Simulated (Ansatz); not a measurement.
AlH5OSSi, SMILES `O[SiH]([AlH2])S`, charge 0, multiplicity 1.

Task: Give a relaxed structure at PBE0-D4/def2-TZVP (Ansatz 0.2.0). (An estimate is asked.)

Result: Ansatz gave: 
```xyz
9

O    -1.596   -0.730   -1.332
Si   -0.890   -0.572    0.149
Al    1.413   -0.186    0.701
S    -0.272    1.641    0.504
H    -1.007   -0.944   -2.058
H    -2.006   -0.665    1.125
H     1.844   -0.357    2.214
H     2.397   -0.006   -0.532
H     0.116    1.820   -0.771
```
This is one stationary point; other conformers may exist.
